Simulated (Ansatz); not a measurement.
C4H5F, SMILES CC=C=CF.

Geometry: PBE0-D3(BJ)/def2-SVP.

Two levels are set side by side: PBE/def2-SVPD (Ansatz, an electronic-structure program) and PBE0/def2-SVPD (Ansatz). Energy differences of separate SCF runs at the same geometry; the states with an electron removed or added have multiplicity 2 and 2. Differences are taken from unrounded values.

```tsv
quantity	PBE
vertical ionisation energy (eV)	9.46
vertical singlet–triplet gap (eV)	4.35
```

Q: These are the PBE values. What does PBE0 give? (The exact figures need the calculation; the answer reports its results.)

A: 
```csv
quantity,PBE0,PBE minus PBE0
vertical ionisation energy (eV),9.57,-0.11
vertical singlet–triplet gap (eV),4.24,0.11
```
